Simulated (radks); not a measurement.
Question: All-electron atom: the strontium ion Sr16+ in [Ar] 3d4. All-electron calculation, scalar-relativistic Kohn-Sham, PBE, spin-polarised, spherical densities, finite nucleus; open shells are filled with parallel spins first; Fermi nuclear charge, rms radius 4.224 fm. Program: a radial shooting solver on a logarithmic mesh with Libxc functionals. Some entries of the table are withheld. Estimate them.

orbital,occ.,eigenvalue (hartree),<r> (bohr),<1/r> (bohr^-1)
1s up,1,-604.7643,0.03917,38.99
1s down,1,-604.7632,0.03917,38.99
2s up,1,-98.43956,0.1720,8.724
2s down,1,-98.16565,0.1717,8.742
2p up,3,-89.63250,0.1500,8.511
2p down,3,-89.42848,0.1496,8.527
3s up,1,-28.91669,(1),3.162
3s down,1,-28.55649,(2),3.142
3p up,3,-26.05695,0.4540,3.040
3p down,3,-25.68945,0.4565,3.018
3d up,4,-21.62683,0.4210,2.861
3d down,0,-21.20122,0.4245,2.843

Answer: 
(1) 3s up <r> (bohr): 0.4583
(2) 3s down <r> (bohr): 0.4604
